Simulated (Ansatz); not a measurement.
`NC#CN` and `NC#[C][AlH][NH2]` differ in one atom or group.

Ansatz, PBE0-D4/def2-TZVP geometries, multiplicity 1. Each molecule was computed in one conformer, which needn't be the lowest.

| property | `NC#CN` |
| --- | --- |
| ideal-gas entropy at 298 K and 1 bar (rigid rotor, harmonic PBE0-D4/def2-TZVP) / J/(mol·K) | 282 |
| LUMO energy (ωB97M-V/def2-TZVPP) / eV | 2.43 |
| HOMO energy (PBE0/def2-TZVPP) / eV | -5.99 |
| size of the dipole moment (PBE/def2-TZVPP) / D | 1.20 |
| HOMO energy (B3LYP/def2-TZVPP) / eV | -5.77 |
| HOMO–LUMO gap (PBE/def2-TZVPP) / eV | 4.98 |

(1) Give the same properties after the change, and the shifts. (Estimate.)

## Answers

(1) Ansatz gave: 
| property | `NC#[C][AlH][NH2]` | shift |
| --- | --- | --- |
| ideal-gas entropy at 298 K and 1 bar (rigid rotor, harmonic PBE0-D4/def2-TZVP) / J/(mol·K) | 352 | 70 |
| LUMO energy (ωB97M-V/def2-TZVPP) / eV | 1.40 | -1.03 |
| HOMO energy (PBE0/def2-TZVPP) / eV | -6.43 | -0.44 |
| size of the dipole moment (PBE/def2-TZVPP) / D | 2.77 | 1.57 |
| HOMO energy (B3LYP/def2-TZVPP) / eV | -6.20 | -0.43 |
| HOMO–LUMO gap (PBE/def2-TZVPP) / eV | 4.27 | -0.71 |

With PBE0 the HOMO falls by 0.44 eV and the LUMO falls by 1.30 eV, so the gap narrows by about 0.86 eV. PBE moves the HOMO by -0.51 eV and ωB97M-V by -0.38 eV. The zero-point energy changes by 16.5 kJ/mol with +6 modes. Dipoles are sizes alone; their direction can turn.

B3LYP here is the variant with VWN-RPA as its local correlation; programs differ in this.
